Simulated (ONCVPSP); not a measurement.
# LDA (Perdew-Wang 92) ONCV dataset for fluorine (F), non-relativistic all-electron reference.

```json
{
  "Element": "fluorine (F)",
  "Generator": "ONCVPSP 4.0.1",
  "Type": "optimised norm-conserving Vanderbilt (ONCV)",
  "Functional": "LDA (Perdew-Wang 92)",
  "Relativity": "non-relativistic",
  "Frozen core": "[He]",
  "Valence charge": "7",
  "Reference configuration": "2s2 2p4.5 (charge +0.5)",
  "Partial waves": "2s: rc 0.85 bohr, ncon 3, nbas 8, qcut 6.6 1/bohr, 2 projectors, debl 1.2 Ha; 2p: rc 0.95 bohr, ncon 4, nbas 8, qcut 16.5 1/bohr, 2 projectors, debl 1 Ha; d scattering state at 0.04 Ha: rc 0.70 bohr, ncon 4, nbas 7, qcut 12 1/bohr, 2 projectors, debl 3 Ha",
  "Local potential": "polynomial inside 0.45 bohr (lpopt 5, dvloc0 4 Ha)",
  "Core correction": "none"
}
```

In the s channel the program set the typed energies aside and used -1.391, 0.250 Ha.

All-electron outer shells of the reference configuration (LDA (PZ), non-relativistic, ld1.x):

```csv
shell,level (eV),outermost node (bohr),outermost maximum (bohr)
1s,-667.89,–,0.12
2s,-37.84,0.24,0.76
2p,-19.41,–,0.69
```

(1) Estimate the cutoffs (Ha) at which the residual kinetic energy of the hardest occupied pseudo-wave falls to 1 and 0.1 mHa per electron.

(2) Does the potential have ghost states?

(3) Which valence shell sets the plane-wave cutoff?

(4) Tests: 2s2 2p5; 2s2 2p4; 2s2 2p3; 2s1 2p6. Which has the largest error in its energy relative to the reference configuration, and how large is it?

Answers

(1) 174 Ha and 353 Ha.

(2) No bound ghost flagged; no localised positive-energy state flagged.

(3) 2s: 174 Ha for 1 mHa per electron, against 78 Ha for 2p.

(4) 2s1 2p6, with +50 meV (all-electron minus pseudo) on +10.67 eV.
